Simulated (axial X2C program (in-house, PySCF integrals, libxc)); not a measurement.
Spectroscopic constants of TiTe⁺

All values were computed with an in-house all-electron X2C program for linear molecules (integrals from PySCF). Spin-free means the one-electron spin-free X2C Hamiltonian; two-component (2c) means X2C with spin–orbit coupling and atomic mean-field two-electron Coulomb and Gaunt terms, so the difference of the two also holds small scalar two-electron terms. Basis: Te dyall-cv3z [11s12p8d4f1g], Ti dyall-cv3z [10s10p6d4f2g] (cores contracted in-house); Gaussian nuclei, density fitting, unrestricted open shells. Masses: Te 129.906 u, Ti 47.948 u.

State, spin-free: M_S = 1/2, Λ = 2 (beyond evenly filled blocks: δ+α); electrons by block: σα: 16, σβ: 16, π+α: 8, π+β: 8, π-α: 8, π-β: 8, δ+α: 3, δ+β: 2, δ-α: 2, δ-β: 2. Fragments: Te + Ti+.

State, 2c: Ω = 5/2 (⟨Sz⟩ = 0.50, ⟨Lz⟩ = 2.00 at HF); electrons by block: 1/2: 24, -1/2: 24, 3/2: 10, -3/2: 10, 5/2: 3, -5/2: 2. Fragments: Te + Ti+.

```json
{"Hamiltonian": "spin-free", "level": "PBE0", "Re (Å)": "2.448", "ωe (cm⁻¹)": "291.3", "ωexe (cm⁻¹)": "0.908", "Be (cm⁻¹)": "0.08033", "αe (cm⁻¹)": "0.000368", "De (eV)": "2.94", "D0 (eV)": "2.92", "k (mdyn/Å)": "1.75", "μ (D)": "9.41"}
{"Hamiltonian": "spin-free", "level": "HF", "Re (Å)": "2.677", "ωe (cm⁻¹)": "257.2", "ωexe (cm⁻¹)": "0.895", "Be (cm⁻¹)": "0.06716", "αe (cm⁻¹)": "0.000222", "De (eV)": "0.808", "D0 (eV)": "0.792", "k (mdyn/Å)": "1.36", "μ (D)": "12.44"}
{"Hamiltonian": "spin-free", "level": "CCSD", "Re (Å)": "2.535", "ωe (cm⁻¹)": "263.3", "ωexe (cm⁻¹)": "0.344", "Be (cm⁻¹)": "0.0749", "αe (cm⁻¹)": "0.000276", "De (eV)": "2.26", "D0 (eV)": "2.24", "k (mdyn/Å)": "1.43", "μ (D)": "n/a"}
{"Hamiltonian": "spin-free", "level": "CCSD(T)", "Re (Å)": "2.504", "ωe (cm⁻¹)": "271.8", "ωexe (cm⁻¹)": "0.598", "Be (cm⁻¹)": "0.07676", "αe (cm⁻¹)": "0.000344", "De (eV)": "2.48", "D0 (eV)": "2.46", "k (mdyn/Å)": "1.52", "μ (D)": "n/a"}
{"Hamiltonian": "spin-free", "level": "TPSSh", "Re (Å)": "2.427", "ωe (cm⁻¹)": "309.4", "ωexe (cm⁻¹)": "1.16", "Be (cm⁻¹)": "0.08172", "αe (cm⁻¹)": "0.000409", "De (eV)": "3.21", "D0 (eV)": "3.19", "k (mdyn/Å)": "1.98", "μ (D)": "9.43"}
{"Hamiltonian": "2c", "level": "HF", "Re (Å)": "2.686", "ωe (cm⁻¹)": "252.6", "ωexe (cm⁻¹)": "n/a", "Be (cm⁻¹)": "0.06673", "αe (cm⁻¹)": "0.000236", "De (eV)": "n/a", "D0 (eV)": "n/a", "k (mdyn/Å)": "1.32", "μ (D)": "12.44"}
{"Hamiltonian": "2c", "level": "TPSSh", "Re (Å)": "2.432", "ωe (cm⁻¹)": "305.6", "ωexe (cm⁻¹)": "1.17", "Be (cm⁻¹)": "0.08137", "αe (cm⁻¹)": "0.000411", "De (eV)": "n/a", "D0 (eV)": "n/a", "k (mdyn/Å)": "1.93", "μ (D)": "9.39"}
```

Correlated methods: 9 electrons correlated (number of frozen shells: Te 4 s, 3 p, 2 d; Ti 3 s, 2 p), 331 virtual spin orbitals or spinors in MP2, 90 natural virtuals in coupled cluster.

Dipoles are positive if Ti is the positive end and refer to the centre of mass.

The state is one determinant whose occupation by symmetry is held fixed; it was picked as the lowest of a PBE0 search that is not exhaustive. Dissociation energies refer to the lowest single-determinant-based atoms at the same level and basis. De is not given where an atomic determinant may have missed its ground term or J level, or where the truncated virtual space spoils (T). Density functionals use the spin component along the axis (collinear). Coupled cluster ran in a truncated set of natural virtual spinors; the MP2 energy of the rest was added. (T) has no such correction and the atoms are truncated less, which lowers De at CCSD(T) by a hundredth of an eV or more. Without a current term, density functionals place determinants with orbital angular momentum somewhat too high. The outer-core s and p shells of the metal are frozen in the correlated rows, which leaves out core–valence correlation; for alkali and alkaline-earth bonds that tends to lengthen them. The determinant is spin-polarised beyond a pure state at some levels (its spin-free form has ⟨S²⟩ too high), which makes Re and μ there less reliable. The T1 diagnostic is large, a sign of multireference character. The stretched end of a curve changes character and is left out. With the outer-core shells frozen, correlated bond lengths of heavy atoms tend to come out a few hundredths of an ångström too long.

No reliable constants came from CCSD (2c), CCSD(T) (2c), MP2 (2c), MP2 (spin-free), PBE0 (2c): no minimum in range, unconverged points, a curve that is not smooth, a change of character along it, or the two Hamiltonians disagreeing along it.

Rough cost a point (2c) on 1 thread(s) of a shared host, integrals apart: HF 2.2 s, TPSSh 4 s.

The whole task took 7.4 min on 1 thread of Arm Neoverse N1, with other jobs on the host.
